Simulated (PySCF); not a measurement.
**Checking a proposed structure**

A compound C5H9ClO gives the data below (simulated from a calculation) and was assigned the structure `CC(C)CC(=O)Cl`.

¹³C{¹H} NMR (computed): δ 191.3 (C), 49.6 (C), 29.3 (CH3, 3C).

¹H NMR (400 MHz, computed): δ 1.32 (s, 9H).

Theory: coordinates at the GFN2-xTB level, GIAO PBE0/pcSseg-1 shieldings, in PySCF 2.14 (non-relativistic, isolated molecule, a single conformation, equivalent nuclei averaged).

Shifts are taken against calculated references (same method and geometry level): TMS for ¹H (σ = 31.72 ppm), ¹³C (σ = 186.93 ppm).

Q: Compare with the shifts computed for the proposed structure, pairing carbons in order of shift.

A: Structure with atom numbers: `[CH3:1][CH:2]([CH3:3])[CH2:4][C:5](=[O:6])[Cl:7]` (H(Xn): hydrogen on atom n).

```
atom  computed for proposal  given list  difference
  C5                  184.3       191.3        -7.0
  C4                   58.6        49.6        +9.0
  C2                   29.1        29.3        -0.2
  C1                   23.5        29.3        -5.8
  C3                   23.5        29.3        -5.8
```

The rms difference is 6.3 ppm and the largest +9.0 ppm at C4 (sp3 CH2 α to a carbonyl). The proposal also would give 4 carbon signals, not 3. The carbon types in order of shift don't match either: C, CH2, CH, CH3, CH3 for the proposal against C, C, CH3, CH3, CH3 in the data. The proposal doesn't fit.

Q: Which isomer fits?

A: Pivaloyl Chloride (C(C)(C)(C)C(=O)Cl).

Carbon types of the structure: 2 × C, 3 × CH3, which accounts for all hydrogens. δC 191.3: carbonyl carbon. δC 49.6: quaternary sp3 carbon α to a carbonyl; α to the electron-withdrawing carbonyl group. δC 29.3: methyl carbon; aliphatic region, no heteroatom directly attached. δH 1.32: hydrogen on a methyl carbon.

The shifts were computed for this structure.

Carbons that carry Cl, above all several Cl atoms, come out too deshielded, partly because spin–orbit coupling is missing. Shifts are as computed. Against solution values, carbons near 30 ppm lie about +3 ppm off and those near 130 ppm about +5 ppm; carbons on Cl a further +6 ppm. Of 1211 compounds with measured shifts, 218 miss one by over three times the rms of a fit or turn the order of signals round; such compounds aren't used in these exercises.
